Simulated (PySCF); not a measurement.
CH$_{5}$AlSe, singlet, geometry from GFN2-xTB (such geometries of metal compounds can be far from the true shape), with bond 8-7 at 1.8 times its length; CASSCF(6,4)/6-31G in PySCF.

Input for PySCF:
```python
from pyscf import gto, scf, mcscf
import numpy

mol = gto.Mole()
mol.atom = '''
    Al    0.03162148   -0.66146479    1.02193501
    H    -1.24123341   -1.33780731    1.57306664
    C     1.79830464   -0.79970951    1.90140242
    H     1.76009954   -1.40617865    2.81294881
    H     2.19800090    0.18182988    2.18689304
    H     2.55362011   -1.25339300    1.24691682
    Se   -0.43127316    0.50372605   -0.93228761
    H    -2.90957375   -0.24788838   -0.72227914
'''
mol.basis = '6-31g'
mol.verbose = 4
mol.build()

mf = scf.RHF(mol)
mf.kernel()
mc = mcscf.CASSCF(mf, 4, 6)
mc.fix_spin_(ss=0.0)
mc.kernel()
occ = numpy.linalg.eigvalsh(mc.fcisolver.make_rdm1(mc.ci, mc.ncas, mc.nelecas))[::-1]
ss = mc.fcisolver.spin_square(mc.ci, mc.ncas, mc.nelecas)[0]
print('natural occupations', occ.round(4), ' <S^2>', round(ss, 4))
```

It wrote (shortened):

```
PySCF version 2.14.0

[INPUT] verbose = 4
[INPUT] num. atoms = 8
[INPUT] num. electrons = 58
[INPUT] charge = 0
[INPUT] spin (= nelec alpha-beta = 2S) = 0
[INPUT] symmetry False subgroup None
[INPUT] Mole.unit = angstrom
[INPUT] Symbol           X                Y                Z      unit          X                Y                Z       unit  Magmom
[...]
nuclear repulsion = 201.343086367335
number of shells = 33
number of NR pGTOs = 178
number of NR cGTOs = 59
basis = 6-31g
ecp = {}

******** <class 'pyscf.scf.hf.RHF'> ********
method = RHF
initial guess = minao
damping factor = 0
level_shift factor = 0
DIIS = <class 'pyscf.scf.diis.CDIIS'>
diis_start_cycle = 1
diis_space = 8
diis_damp = 0
SCF conv_tol = 1e-09
SCF conv_tol_grad = None
SCF max_cycles = 50
direct_scf = True
direct_scf_tol = 1e-13
Set gradient conv threshold to 3.16228e-05
Initial guess from minao.
init E= -2680.89573436242
[...]
cycle= 1 E= -2681.92759900269  delta_E= -1.03  |g|= 0.381  |ddm|= 2.24
[...]
cycle= 2 E= -2681.98526790735  delta_E= -0.0577  |g|= 0.322  |ddm|= 1.09
[...]
cycle= 3 E= -2682.01895386376  delta_E= -0.0337  |g|= 0.0444  |ddm|= 0.459
[...]
cycle= 4 E= -2682.02047909756  delta_E= -0.00153  |g|= 0.0118  |ddm|= 0.142
[...]
cycle= 5 E= -2682.0206069286  delta_E= -0.000128  |g|= 0.00327  |ddm|= 0.0334
[...]
cycle= 6 E= -2682.02061975259  delta_E= -1.28e-05  |g|= 0.00091  |ddm|= 0.0138
[...]
cycle= 7 E= -2682.02062075847  delta_E= -1.01e-06  |g|= 0.000358  |ddm|= 0.00341
[...]
cycle= 8 E= -2682.02062094662  delta_E= -1.88e-07  |g|= 0.000144  |ddm|= 0.00136
[...]
cycle= 9 E= -2682.02062099965  delta_E= -5.3e-08  |g|= 6.13e-05  |ddm|= 0.000768
[...]
cycle= 10 E= -2682.02062101116  delta_E= -1.15e-08  |g|= 1.05e-05  |ddm|= 0.000505
[...]
cycle= 11 E= -2682.02062101139  delta_E= -2.35e-10  |g|= 2.42e-06  |ddm|= 6.94e-05
[...]
Extra cycle  E= -2682.0206210114  delta_E= -5e-12  |g|= 1.14e-06  |ddm|= 6.91e-06
converged SCF energy = -2682.0206210114

******** <class 'pyscf.mcscf.mc1step.CASSCF'> ********
CAS (3e+3e, 4o), ncore = 26, nvir = 29
max_cycle_macro = 50
max_cycle_micro = 4
conv_tol = 1e-07
conv_tol_grad = None
orbital rotation max_stepsize = 0.02
orbital rotation threshold for CI restart = 0.01
augmented hessian ah_max_cycle = 30
augmented hessian ah_conv_tol = 1e-12
augmented hessian ah_linear dependence = 1e-14
augmented hessian ah_level shift = 1e-08
augmented hessian ah_start_tol = 2.5
augmented hessian ah_start_cycle = 3
augmented hessian ah_grad_trust_region = 3
kf_trust_region = 3
kf_interval = 4
ci_response_space = 4
ci_grad_trust_region = 3
with_dep4 0
natorb = False
canonicalization = True
sorting_mo_energy = False
ao2mo_level = 2
internal_rotation = False
******** <class 'pyscf.fci.addons.SpinPenaltyFCISolver'> ********
max. cycles = 50
conv_tol = 1e-08
davidson only = True
linear dependence = 1e-12
level shift = 0.001
max iter space = 12
nroots = 1
pspace_size = 400
spin = None
CASCI E = -2682.07169652842  S^2 = 0.0000000
Set conv_tol_grad to 0.000316228
macro iter   1 ( 21 JK    4 micro), CASSCF E = -2682.09234850623  dE = -2.06519778e-02  S^2 = 0.0000000
               |grad[o]|= 0.08  |grad[c]|=0.0313  |ddm|=0.0702  |maxRot[o]|=0.182
macro iter   2 ( 21 JK    4 micro), CASSCF E = -2682.09385092706  dE = -1.50242083e-03  S^2 = 0.0000000
               |grad[o]|=0.0288  |grad[c]|=0.00935  |ddm|=0.0094  |maxRot[o]|=0.159
macro iter   3 ( 17 JK    4 micro), CASSCF E = -2682.09391352136  dE = -6.25943030e-05  S^2 = 0.0000000
               |grad[o]|=0.00773  |grad[c]|=0.011  |ddm|=0.0019  |maxRot[o]|=0.0779
macro iter   4 ( 17 JK    4 micro), CASSCF E = -2682.09393612195  dE = -2.26005873e-05  S^2 = 0.0000000
               |grad[o]|=0.00385  |grad[c]|=0.00593  |ddm|=0.00152  |maxRot[o]|=0.0643
macro iter   5 (  7 JK    2 micro), CASSCF E = -2682.09396422272  dE = -2.81007683e-05  S^2 = 0.0000000
               |grad[o]|=0.00274  |grad[c]|=0.00413  |ddm|=0.0016  |maxRot[o]|=0.055
macro iter   6 ( 12 JK    3 micro), CASSCF E = -2682.09396628098  dE = -2.05825836e-06  S^2 = 0.0000000
               |grad[o]|=0.00213  |grad[c]|=0.00247  |ddm|=0.000232  |maxRot[o]|=0.0525
macro iter   7 ( 17 JK    4 micro), CASSCF E = -2682.09395870324  dE =  7.57773887e-06  S^2 = 0.0000000
               |grad[o]|=0.0018  |grad[c]|=0.0109  |ddm|=0.000168  |maxRot[o]|=0.118
macro iter   8 ( 17 JK    4 micro), CASSCF E = -2682.09396731058  dE = -8.60733962e-06  S^2 = 0.0000000
               |grad[o]|=0.00177  |grad[c]|=0.000724  |ddm|=0.000205  |maxRot[o]|=0.0355
macro iter   9 ( 12 JK    3 micro), CASSCF E = -2682.09397372133  dE = -6.41075439e-06  S^2 = 0.0000000
               |grad[o]|=0.00158  |grad[c]|=0.000125  |ddm|=0.000315  |maxRot[o]|=0.0351
macro iter  10 ( 12 JK    3 micro), CASSCF E = -2682.09397750958  dE = -3.78824370e-06  S^2 = 0.0000000
               |grad[o]|=0.00149  |grad[c]|=0.000253  |ddm|=0.000255  |maxRot[o]|=0.0503
macro iter  11 ( 12 JK    3 micro), CASSCF E = -2682.09398512190  dE = -7.61232786e-06  S^2 = 0.0000000
               |grad[o]|=0.00138  |grad[c]|=0.000931  |ddm|=0.000809  |maxRot[o]|=0.058
macro iter  12 ( 12 JK    3 micro), CASSCF E = -2682.09399534541  dE = -1.02235094e-05  S^2 = 0.0000000
               |grad[o]|=0.00132  |grad[c]|=0.00142  |ddm|=0.00121  |maxRot[o]|=0.063
macro iter  13 ( 12 JK    3 micro), CASSCF E = -2682.09400863611  dE = -1.32907016e-05  S^2 = 0.0000000
               |grad[o]|=0.00133  |grad[c]|=0.00136  |ddm|=0.0017  |maxRot[o]|=0.0665
macro iter  14 ( 12 JK    3 micro), CASSCF E = -2682.09402609666  dE = -1.74605498e-05  S^2 = 0.0000000
               |grad[o]|=0.00133  |grad[c]|=0.000552  |ddm|=0.00236  |maxRot[o]|=0.0764
macro iter  15 ( 12 JK    3 micro), CASSCF E = -2682.09405247643  dE = -2.63797606e-05  S^2 = 0.0000000
               |grad[o]|=0.00141  |grad[c]|=0.00536  |ddm|=0.00313  |maxRot[o]|=0.086
macro iter  16 ( 17 JK    4 micro), CASSCF E = -2682.09405514270  dE = -2.66627785e-06  S^2 = 0.0000000
[...]
macro iter  22 (  7 JK    2 micro), CASSCF E = -2682.09417190202  dE = -1.53548172e-05  S^2 = 0.0000000
               |grad[o]|=0.000519  |grad[c]|=0.0028  |ddm|=0.000304  |maxRot[o]|=0.0699
macro iter  23 (  7 JK    2 micro), CASSCF E = -2682.09418401624  dE = -1.21142207e-05  S^2 = 0.0000000
               |grad[o]|=0.00044  |grad[c]|=0.00291  |ddm|=0.000287  |maxRot[o]|=0.0699
macro iter  24 (  7 JK    2 micro), CASSCF E = -2682.09419218718  dE = -8.17093678e-06  S^2 = 0.0000000
               |grad[o]|=0.000348  |grad[c]|=0.00541  |ddm|=0.000294  |maxRot[o]|=0.0665
macro iter  25 (  7 JK    2 micro), CASSCF E = -2682.09419419840  dE = -2.01121838e-06  S^2 = 0.0000000
               |grad[o]|=0.000247  |grad[c]|=0.00397  |ddm|=8.56e-05  |maxRot[o]|=0.0699
macro iter  26 (  7 JK    2 micro), CASSCF E = -2682.09419539839  dE = -1.19999277e-06  S^2 = 0.0000000
               |grad[o]|=0.000207  |grad[c]|=0.00193  |ddm|=5.42e-05  |maxRot[o]|=0.0699
macro iter  27 (  7 JK    2 micro), CASSCF E = -2682.09419659433  dE = -1.19593960e-06  S^2 = 0.0000000
               |grad[o]|=0.000185  |grad[c]|=0.000159  |ddm|=5.49e-05  |maxRot[o]|=0.0699
macro iter  28 (  7 JK    2 micro), CASSCF E = -2682.09419805855  dE = -1.46422281e-06  S^2 = 0.0000000
               |grad[o]|=0.000168  |grad[c]|=0.00167  |ddm|=6.26e-05  |maxRot[o]|=0.0699
macro iter  29 (  6 JK    1 micro), CASSCF E = -2682.09420021128  dE = -2.15272985e-06  S^2 = 0.0000000
               |grad[o]|=0.000152  |grad[c]|=0.00358  |ddm|=7.88e-05  |maxRot[o]|=0.0734
macro iter  30 (  6 JK    1 micro), CASSCF E = -2682.09420094518  dE = -7.33900833e-07  S^2 = 0.0000000
               |grad[o]|=0.000146  |grad[c]|=0.00444  |ddm|=4.29e-05  |maxRot[o]|=0.0799
macro iter  31 (  6 JK    1 micro), CASSCF E = -2682.09420145008  dE = -5.04891432e-07  S^2 = 0.0000000
               |grad[o]|=0.000138  |grad[c]|=0.00445  |ddm|=2.64e-05  |maxRot[o]|=0.0799
macro iter  32 (  6 JK    1 micro), CASSCF E = -2682.09420194883  dE = -4.98755526e-07  S^2 = 0.0000000
               |grad[o]|=0.000135  |grad[c]|=0.00432  |ddm|=2.59e-05  |maxRot[o]|=0.0799
macro iter  33 (  6 JK    1 micro), CASSCF E = -2682.09420247836  dE = -5.29524186e-07  S^2 = 0.0000000
               |grad[o]|=0.000133  |grad[c]|=0.00416  |ddm|=2.91e-05  |maxRot[o]|=0.0799
macro iter  34 (  6 JK    1 micro), CASSCF E = -2682.09420302289  dE = -5.44534032e-07  S^2 = 0.0000000
               |grad[o]|=0.000131  |grad[c]|=0.00407  |ddm|=3.07e-05  |maxRot[o]|=0.0799
macro iter  35 (  6 JK    1 micro), CASSCF E = -2682.09420356414  dE = -5.41251211e-07  S^2 = 0.0000000
               |grad[o]|=0.000129  |grad[c]|=0.00404  |ddm|=3.24e-05  |maxRot[o]|=0.0799
macro iter  36 (  6 JK    1 micro), CASSCF E = -2682.09420410991  dE = -5.45770035e-07  S^2 = 0.0000000
               |grad[o]|=0.000128  |grad[c]|=0.00404  |ddm|=3.44e-05  |maxRot[o]|=0.0799
macro iter  37 (  6 JK    1 micro), CASSCF E = -2682.09420460929  dE = -4.99383077e-07  S^2 = 0.0000000
               |grad[o]|=0.000125  |grad[c]|=0.00415  |ddm|=3.52e-05  |maxRot[o]|=0.0799
macro iter  38 (  6 JK    1 micro), CASSCF E = -2682.09420505740  dE = -4.48104856e-07  S^2 = 0.0000000
               |grad[o]|=0.000124  |grad[c]|=0.00432  |ddm|=3.5e-05  |maxRot[o]|=0.0799
macro iter  39 (  6 JK    1 micro), CASSCF E = -2682.09420899055  dE = -3.93315577e-06  S^2 = 0.0000000
               |grad[o]|=0.000122  |grad[c]|=0.00127  |ddm|=0.000188  |maxRot[o]|=0.0587
macro iter  40 (  6 JK    1 micro), CASSCF E = -2682.09421125473  dE = -2.26417114e-06  S^2 = 0.0000000
               |grad[o]|=0.000117  |grad[c]|=0.00497  |ddm|=9.72e-05  |maxRot[o]|=0.0586
macro iter  41 (  6 JK    1 micro), CASSCF E = -2682.09421313049  dE = -1.87576507e-06  S^2 = 0.0000000
               |grad[o]|=0.000118  |grad[c]|=0.00669  |ddm|=4.49e-05  |maxRot[o]|=0.0798
macro iter  42 (  6 JK    1 micro), CASSCF E = -2682.09421520196  dE = -2.07147423e-06  S^2 = 0.0000000
               |grad[o]|=0.000114  |grad[c]|=0.00628  |ddm|=6.38e-05  |maxRot[o]|=0.0799
macro iter  43 (  6 JK    1 micro), CASSCF E = -2682.09421760300  dE = -2.40103464e-06  S^2 = 0.0000000
               |grad[o]|=0.00012  |grad[c]|=0.00607  |ddm|=6.97e-05  |maxRot[o]|=0.0799
macro iter  44 (  6 JK    1 micro), CASSCF E = -2682.09422057254  dE = -2.96953704e-06  S^2 = 0.0000000
               |grad[o]|=0.000119  |grad[c]|=0.00605  |ddm|=8.99e-05  |maxRot[o]|=0.0799
macro iter  45 (  6 JK    1 micro), CASSCF E = -2682.09422438328  dE = -3.81074688e-06  S^2 = 0.0000000
               |grad[o]|=0.000124  |grad[c]|=0.00619  |ddm|=0.000112  |maxRot[o]|=0.0799
macro iter  46 (  6 JK    1 micro), CASSCF E = -2682.09422939322  dE = -5.00993292e-06  S^2 = 0.0000000
               |grad[o]|=0.000126  |grad[c]|=0.0063  |ddm|=0.000151  |maxRot[o]|=0.0775
macro iter  47 (  6 JK    1 micro), CASSCF E = -2682.09423613772  dE = -6.74450030e-06  S^2 = 0.0000000
               |grad[o]|=0.00013  |grad[c]|=0.00664  |ddm|=0.000203  |maxRot[o]|=0.0718
macro iter  48 (  6 JK    1 micro), CASSCF E = -2682.09424442759  dE = -8.28987777e-06  S^2 = 0.0000000
               |grad[o]|=0.000138  |grad[c]|=0.00711  |ddm|=0.000225  |maxRot[o]|=0.0797
macro iter  49 (  5 JK    1 micro), CASSCF E = -2682.09424837838  dE = -3.95078632e-06  S^2 = 0.0000000
               |grad[o]|=0.000116  |grad[c]|=0.00356  |ddm|=0.000126  |maxRot[o]|= 0.06
macro iter  50 (  3 JK    1 micro), CASSCF E = -2682.09424875466  dE = -3.76280695e-07  S^2 = 0.0000000
               |grad[o]|=5.84e-05  |grad[c]|=0.000405  |ddm|=3.88e-05  |maxRot[o]|= 0.02
1-step CASSCF not converged,  50 macro (442 JK 100 micro) steps
CASSCF canonicalization
Density matrix diagonal elements [1.99346745 1.99976136 1.61377083 0.39300037]
CASSCF energy = -2682.09424875466
CASCI E = -2682.09424875466  E(CI) = -8.08937253115892  S^2 = 0.0000000
natural occupations [1.9998 1.9995 1.6086 0.3921]  <S^2> 0.0
```

The run did not converge; its last values are not results.
